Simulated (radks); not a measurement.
Values are calculated unless marked as measured or tabulated.
The nuclear charge of the xenon ion Xe2+ is varied continuously with 52 electrons held in [Kr] 4d10 5s2 5p4. Code: a radial shooting solver on a logarithmic mesh with Libxc functionals. Model: non-relativistic Kohn-Sham, r2SCAN, spin-polarised, spherical densities, point nucleus; open shells are filled with parallel spins first (spin-orbit coupling, left out, can overturn this in heavy ions); meta-GGA in the generalised Kohn-Sham scheme; relativity is left out, which matters for an element this heavy. By the Hellmann-Feynman theorem dE/dZ = E(electron-nucleus)/Z, the electronic potential at the nucleus.

Z	E (hartree)	E(electron-nucleus)/Z (hartree)	HOMO	e(HOMO) (eV)	<r> HOMO (bohr)
53	-6920.20484	-309.613	5p	-14.499	2.354
53.1	-6951.20368	-310.363	5p	-15.531	2.327
53.2	-6982.27747	-311.113	5p	-16.580	2.300
53.3	-7013.42620	-311.862	5p	-17.648	2.275
53.4	-7044.64984	-312.611	5p	-18.732	2.250
53.5	-7075.94837	-313.360	5p	-19.834	2.226
53.6	-7107.32175	-314.108	5p	-20.953	2.203
53.7	-7138.76998	-314.856	5p	-22.088	2.181
53.8	-7170.29302	-315.604	5p	-23.240	2.159
53.9	-7201.89085	-316.352	5p	-24.408	2.138
54	-7233.56346	-317.100	5p	-25.592	2.118
54.1	-7265.3108	-317.847	5p	-26.793	2.098
54.2	-7297.1329	-318.595	5p	-28.008	2.079
54.3	-7329.0297	-319.342	5p	-29.240	2.061
54.4	-7361.0012	-320.089	5p	-30.487	2.042
54.5	-7393.0474	-320.835	5p	-31.749	2.025
54.6	-7425.1683	-321.582	5p	-33.027	2.007
54.7	-7457.3638	-322.328	5p	-34.320	1.990
54.8	-7489.6339	-323.074	5p	-35.627	1.974
54.9	-7521.9786	-323.820	5p	-36.950	1.958
55	-7554.3980	-324.566	5p	-38.287	1.942

The central difference of E at Z = 54 is -317.100 hartree, to compare with the third column; the second derivative is -7.48 hartree.
